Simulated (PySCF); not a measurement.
Dipole response of Au⁻ (gold, charge -1)

[Xe] 4f14 5d10 6s2, closed-shell 1S. Calculation: PySCF 2.14, in aug-cc-pVTZ-PP with one added diffuse shell each of s, p, d, f, g type with ECP60MDF (7s7p6d4f3g, 113 functions); a scalar-relativistic core potential. Coupled (time-dependent) response in atomic units; α is the mean over directions.

```
 method  mean α (bohr³)  C₆ (like pair)  S(−4)
wB97X-V           121.4            1638   8679
```

S(−4) is the Cauchy moment in α(ω) = α(0) + S(−4) ω² + …

α(iu) at wB97X-V:

```
u (hartree)  α(iu) (bohr³)
          0          121.4
     0.0500          104.0
      0.100          76.34
      0.200          43.13
      0.300          28.38
      0.500          16.17
      0.750          10.20
       1.00          7.262
       1.50          4.365
       2.00          2.952
       3.00          1.617
       5.00         0.6947
```

A single London oscillator, α(iu) = α/(1 + u²/ω²), gives C₆ = (3/4) ω α². Matching the computed C₆ needs ω = 4 × 1638 / (3 × 121.4²) = 0.148 hartree.

For an ion, C₆ is the dispersion term alone; charge-induced terms of lower order in 1/R come first.

Energies and moments cover only the electrons outside the core potential. Spin-orbit coupling, which splits the p, d and f shells strongly at this Z, is absent.
